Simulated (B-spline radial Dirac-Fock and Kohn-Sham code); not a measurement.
# Magnetic form factor of the 5d shell of Ce

System: atomic cerium in the configuration [Xe] 4f2 5d1 6s1 (an excited configuration).

Input file task.json (cfg lists n, l and occupation; rrms is the nuclear radius in fm):

```json
{"items": [{
  "Z": 58,
  "q": 0,
  "cfg": [[1, 0, 2], [2, 0, 2], [2, 1, 6], [3, 0, 2], [3, 1, 6], [3, 2, 10], [4, 0, 2], [4, 1, 6], [4, 2, 10], [4, 3, 2], [5, 0, 2], [5, 1, 6], [5, 2, 1], [6, 0, 1]],
  "A": 140,
  "rrms": 4.8771,
  "do": ["scatter"],
  "s": [0.0, 0.05, 0.1, 0.15, 0.2, 0.25, 0.3, 0.35, 0.4, 0.45, 0.5, 0.6, 0.7, 0.8, 0.9, 1.0, 1.1, 1.2, 1.4, 1.6, 1.8, 2.0, 2.5, 3.0, 3.5, 4.0, 5.0, 6.0],
  "pz": [0, 0.1, 0.2, 0.3, 0.4, 0.5, 0.6, 0.8, 1.0, 1.2, 1.4, 1.6, 1.8, 2.0, 2.5, 3.0, 4.0, 5.0, 7.0, 10.0, 15.0, 20.0, 30.0, 40.0, 60.0, 100.0],
  "hv_scatter": [1000, 2000, 17479.3, 20000, 30000, 100000, 200000, 1000000]
}]}
```

Run with: `python xray_run.py task.json out`

Model: configuration-average Dirac-Fock orbitals. Program: a radial atomic solver. ⟨j_K⟩ is the integral of the 5d radial density with the spherical Bessel function j_K(4πsr), s = sin θ/λ.

```tsv
s (Å⁻¹)	⟨j0⟩	⟨j2⟩	⟨j4⟩
0	1.0000	0.0000	0.0000
0.05	0.7430	0.0946	0.0057
0.1	0.3370	0.1944	0.0422
0.15	0.0991	0.1901	0.0818
0.2	0.0042	0.1403	0.0970
0.25	-0.0216	0.0891	0.0924
0.3	-0.0203	0.0501	0.0782
0.35	-0.0111	0.0241	0.0614
0.4	-0.0019	0.0086	0.0455
0.45	0.0048	0.0004	0.0318
0.5	0.0086	-0.0029	0.0210
0.6	0.0098	-0.0024	0.0071
0.7	0.0070	0.0008	0.0008
0.8	0.0035	0.0034	-0.0009
0.9	0.0011	0.0044	-0.0006
1	-0.0003	0.0044	0.0005
1.1	-0.0007	0.0037	0.0015
1.2	-0.0006	0.0027	0.0022
1.4	0.0002	0.0010	0.0025
1.6	0.0010	0.0001	0.0020
```

Radial moments of the shell: ⟨r²⟩ = 16.79, ⟨r⁴⟩ = 604.5, ⟨r⁶⟩ = 39510 in powers of bohr.

Values without a named source are computed, but for edge energies of neutral atoms, which are taken from tables.
